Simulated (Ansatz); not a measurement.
Ansatz (a program for electronic structure) input (PBE0/def2-TZVPD):

Ansatz 0.2 input:
```yaml
crystal:
  periodic: [false, false, false]
  atoms:
    - {symbol: N, position_ang: [-0.92230711, -1.34668240, 0.50344748]}
    - {symbol: Si, position_ang: [0.03243505, -0.05121741, -0.03445227]}
    - {symbol: N, position_ang: [-0.59452229, 1.53629563, 0.23591160]}
    - {symbol: O, position_ang: [0.06700685, -0.04591622, -1.65523869]}
    - {symbol: O, position_ang: [1.44581469, -0.02047647, 0.79906304]}
    - {symbol: H, position_ang: [-0.88464871, -1.72298387, 1.43538511]}
    - {symbol: H, position_ang: [-1.65141522, -1.74782095, -0.06122821]}
    - {symbol: H, position_ang: [-1.50938870, 1.78701342, -0.10734372]}
    - {symbol: H, position_ang: [0.03025187, 2.32940795, 0.25657019]}
    - {symbol: H, position_ang: [2.07634363, -0.72472390, 0.63284020]}
basis:
  gaussian:
    orbitals: def2-TZVPD
hamiltonian:
  xc: {name: PBE0}
magnetization: {spin_polarized: true, initial_magnetization: 1}
output: {forces: true}
```

End of the output:

```
mean field -15028.10012413 eV, -552.2724931498 hartree, gradient 2.2e-5 eV, S^2 0.758737; 2 other end points of the search recorded, 0 dependent functions left out
the calculation of the forces begins
reference -15028.10016793 eV, -552.2724947592 hartree; 25, 24 occupied and 217, 218 virtual orbitals, 1277 factors
Total energy: -15028.10016793 eV, -552.2724947592 hartree
Atom 0 at    -0.922307    -1.346682     0.503447 Å, force     0.064731     0.048548    -0.071525 eV/Å
Atom 1 at     0.032435    -0.051217    -0.034452 Å, force    -0.047631     0.111674     0.299210 eV/Å
Atom 2 at    -0.594522     1.536296     0.235912 Å, force     0.068964    -0.146196    -0.041715 eV/Å
Atom 3 at     0.067007    -0.045916    -1.655239 Å, force    -0.000808     0.001723    -0.070730 eV/Å
Atom 4 at     1.445815    -0.020476     0.799063 Å, force    -0.027749    -0.066566    -0.101352 eV/Å
Atom 5 at    -0.884649    -1.722984     1.435385 Å, force    -0.001843     0.014931    -0.029301 eV/Å
Atom 6 at    -1.651415    -1.747821    -0.061228 Å, force     0.014932     0.006903     0.019799 eV/Å
Atom 7 at    -1.509389     1.787013    -0.107344 Å, force     0.034191    -0.006781     0.003370 eV/Å
Atom 8 at     0.030252     2.329408     0.256570 Å, force    -0.020787    -0.030758    -0.020874 eV/Å
Atom 9 at     2.076344    -0.724724     0.632840 Å, force    -0.084001     0.066522     0.013118 eV/Å
Dipole moment:    -0.205133    -0.093252     0.353638 e Å
```

It need not be the lowest isomer of its formula.
